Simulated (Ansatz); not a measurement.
Abridged output of a molecular run in Ansatz:

```
Functional definition: HF
  name "HF"
  cite "Fock, Z. Phys. 61, 126 (1930) doi:10.1007/BF01340294"
  parent pbe
  exchange = exact_x
  correlation = 0
2023 factors; integrals over basis functions are off by at most 1.0e-3 eV
mean field evaluation 1: about -25689.2318 eV, gradient 5.9e1 eV
mean field evaluation 2: about -25689.6469 eV, gradient 6.0e1 eV
mean field evaluation 4: about -25695.9096 eV, gradient 4.1e0 eV
mean field evaluation 8: about -25695.9916 eV, gradient 3.3e-1 eV
mean field -25695.99185905 eV, -944.3102834511 hartree, gradient 3.1e-6 eV, S^2 0.000000; 0 other end points of the search recorded, 0 dependent functions left out
15 core orbitals not correlated: weight in the atoms' cores, before any rotation towards them, 1.000 or more for the frozen orbitals, at most 0.000 for the correlated occupied ones
reference -25695.99185905 eV, -944.3102834511 hartree; 22, 22 occupied and 300, 300 virtual orbitals, 2023 factors
second order -37.20306707 eV of doubles, -0.00000000 eV of singles
cycle   1  -37.25811326 eV  change   -5.5e-2 eV  update   1.3e-1
cycle   2  -38.09229906 eV  change   -8.3e-1 eV  update   3.5e-2
cycle   3  -38.28088263 eV  change   -1.9e-1 eV  update   1.7e-2
cycle   4  -38.25700693 eV  change    2.4e-2 eV  update   3.4e-3
cycle   5  -38.25578869 eV  change    1.2e-3 eV  update   1.5e-3
cycle   6  -38.25701241 eV  change   -1.2e-3 eV  update   4.1e-4
cycle   7  -38.25676797 eV  change    2.4e-4 eV  update   1.5e-4
cycle   8  -38.25666939 eV  change    9.9e-5 eV  update   4.1e-5
cycle   9  -38.25667735 eV  change   -8.0e-6 eV  update   1.5e-5
perturbative correction -1.29660287 eV, -0.0476492768 hartree
Total energy: -25735.54513927 eV, -945.7638396891 hartree
```

Its atoms:

Z-matrix (Å, degrees):
```
C
O 1 1.414
H 1 1.090 2 108.3
H 1 1.095 2 111.2 3 119.2
H 1 1.095 2 111.3 3 -119.2
Si 2 1.650 1 122.9 3 174.0
O 6 1.625 2 105.6 1 -175.2
H 6 1.483 2 109.6 1 -55.8
H 6 1.483 2 110.4 1 66.2
Si 7 1.631 6 138.2 2 5.9
O 10 1.620 7 110.5 6 -19.2
F 10 1.589 7 107.3 6 101.4
H 10 1.467 7 110.7 6 -142.0
H 11 0.965 10 114.8 7 19.5
```

Task: Which basis set was used?
A. def2-TZVPPD
B. def2-SVP
C. def2-TZVPP
D. def2-SVPD

Result: C. It gives 337 functions.

Task: Write the keys of the input that set method, charge and spin (a neutral closed shell needs none for the last two).

Result: 
```yaml
correlation: {method: ccsd_t}
```
